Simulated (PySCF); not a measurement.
## Spinor energies of Tl⁺ (thallium, charge +1)

Start: [Xe] 4f14 5d10 6s2. Calculated with PySCF 2.14 in x2c-TZVPall-2c (11s11p9d3f, 110 functions): generalised Hartree-Fock with the X2C-1e Hamiltonian and a Gaussian nucleus; spin-orbit coupling (SO) screened by Boettger's factors. This is a chosen level, not necessarily the ground level.

```json
{"spinor shell": "1s1/2", "electrons": "2", "ε, screened SO (eV)": "-85987.7", "weight of nominal j (screened SO)": "1.000", "rms radius, screened SO (bohr)": "0.0184"}
{"spinor shell": "2s1/2", "electrons": "2", "ε, screened SO (eV)": "-15468.4", "weight of nominal j (screened SO)": "1.000", "rms radius, screened SO (bohr)": "0.0743"}
{"spinor shell": "2p1/2", "electrons": "2", "ε, screened SO (eV)": "-14824.3", "weight of nominal j (screened SO)": "1.000", "rms radius, screened SO (bohr)": "0.0628"}
{"spinor shell": "2p3/2", "electrons": "4", "ε, screened SO (eV)": "-12753.5", "weight of nominal j (screened SO)": "1.000", "rms radius, screened SO (bohr)": "0.0710"}
{"spinor shell": "3s1/2", "electrons": "2", "ε, screened SO (eV)": "-3768.4", "weight of nominal j (screened SO)": "1.000", "rms radius, screened SO (bohr)": "0.189"}
{"spinor shell": "3p1/2", "electrons": "2", "ε, screened SO (eV)": "-3478.9", "weight of nominal j (screened SO)": "1.000", "rms radius, screened SO (bohr)": "0.181"}
{"spinor shell": "3p3/2", "electrons": "4", "ε, screened SO (eV)": "-3012.0", "weight of nominal j (screened SO)": "1.000", "rms radius, screened SO (bohr)": "0.197"}
{"spinor shell": "3d3/2", "electrons": "4", "ε, screened SO (eV)": "-2539.9", "weight of nominal j (screened SO)": "1.000", "rms radius, screened SO (bohr)": "0.173"}
{"spinor shell": "3d5/2", "electrons": "6", "ε, screened SO (eV)": "-2440.7", "weight of nominal j (screened SO)": "1.000", "rms radius, screened SO (bohr)": "0.178"}
{"spinor shell": "4s1/2", "electrons": "2", "ε, screened SO (eV)": "-885.09", "weight of nominal j (screened SO)": "1.000", "rms radius, screened SO (bohr)": "0.416"}
{"spinor shell": "4p1/2", "electrons": "2", "ε, screened SO (eV)": "-759.24", "weight of nominal j (screened SO)": "1.000", "rms radius, screened SO (bohr)": "0.420"}
{"spinor shell": "4p3/2", "electrons": "4", "ε, screened SO (eV)": "-644.15", "weight of nominal j (screened SO)": "1.000", "rms radius, screened SO (bohr)": "0.454"}
{"spinor shell": "4d3/2", "electrons": "4", "ε, screened SO (eV)": "-438.64", "weight of nominal j (screened SO)": "1.000", "rms radius, screened SO (bohr)": "0.465"}
{"spinor shell": "4d5/2", "electrons": "6", "ε, screened SO (eV)": "-416.56", "weight of nominal j (screened SO)": "1.000", "rms radius, screened SO (bohr)": "0.476"}
{"spinor shell": "5s1/2", "electrons": "2", "ε, screened SO (eV)": "-160.06", "weight of nominal j (screened SO)": "1.000", "rms radius, screened SO (bohr)": "0.942"}
{"spinor shell": "4f5/2", "electrons": "6", "ε, screened SO (eV)": "-148.53", "weight of nominal j (screened SO)": "1.000", "rms radius, screened SO (bohr)": "0.509"}
{"spinor shell": "4f7/2", "electrons": "8", "ε, screened SO (eV)": "-143.96", "weight of nominal j (screened SO)": "1.000", "rms radius, screened SO (bohr)": "0.511"}
{"spinor shell": "5p1/2", "electrons": "2", "ε, screened SO (eV)": "-115.69", "weight of nominal j (screened SO)": "1.000", "rms radius, screened SO (bohr)": "1.02"}
{"spinor shell": "5p3/2", "electrons": "4", "ε, screened SO (eV)": "-94.787", "weight of nominal j (screened SO)": "1.000", "rms radius, screened SO (bohr)": "1.11"}
{"spinor shell": "5d3/2", "electrons": "4", "ε, screened SO (eV)": "-31.730", "weight of nominal j (screened SO)": "1.000", "rms radius, screened SO (bohr)": "1.44"}
{"spinor shell": "5d5/2", "electrons": "6", "ε, screened SO (eV)": "-29.229", "weight of nominal j (screened SO)": "1.000", "rms radius, screened SO (bohr)": "1.50"}
{"spinor shell": "6s1/2", "electrons": "2", "ε, screened SO (eV)": "-18.787", "weight of nominal j (screened SO)": "1.000", "rms radius, screened SO (bohr)": "2.65"}
```

```tsv
quantity	screened SO
E (hartree)	-20264.93213
M_J	0
⟨J²⟩	0.000
⟨L²⟩	0.193
⟨S²⟩	0.193
```

Breit and QED terms are absent; they matter most for the inner s and p1/2 levels.

Densities and radii are taken from the X2C orbitals without a picture-change correction, which distorts them close to the nucleus.
